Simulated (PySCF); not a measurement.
**Orbital picture of BAu**

M06-2X at R = 1.916 Å; basis B x2c-TZVPPall, Au x2c-TZVPPall; spin-free X2C with a Gaussian nucleus; PySCF 2.14. State: singlet, closed shell. Only the outer orbitals are listed, counted within each symmetry.

```
orbital  occ.  ε (eV)  on B (%)           main shells (%)
    14σ     2  -15.38        46   42 Au d, 40 B s, 9 Au s
     8π     2  -12.12         7                   93 Au d
     8π     2  -12.12         7                   93 Au d
     4δ     2  -11.35         0                  100 Au d
     4δ     2  -11.34         0                  100 Au d
    15σ     2  -10.50        34  47 Au d, 32 B s, 18 Au s
    16σ     2   -7.07        48   48 Au s, 32 B p, 16 B s
     9π     0   -1.60        71           71 B p, 25 Au p
     9π     0   -1.60        71           71 B p, 25 Au p
    17σ     0   -0.92        30  45 Au s, 37 B p, 16 Au p
```

Problem. Which are the highest filled and the lowest empty level, where do they sit, and how wide is the gap?

Solution. Highest filled 16σ at -7.07 eV (in %: 48 Au s, 32 B p, 16 B s); lowest empty 9π at -1.60 eV (in %: 71 B p, 25 Au p); the gap at M06-2X is 5.47 eV.

- bond order (Mayer): 1.70
- ⟨S²⟩: 0.000
- charge on B (Mulliken, basis-dependent): 0.15
- charge on B (Löwdin, basis-dependent): -0.21
- dipole moment (positive dipole means B(−)Au(+)): 1.11 D

Spin–orbit coupling is left out.
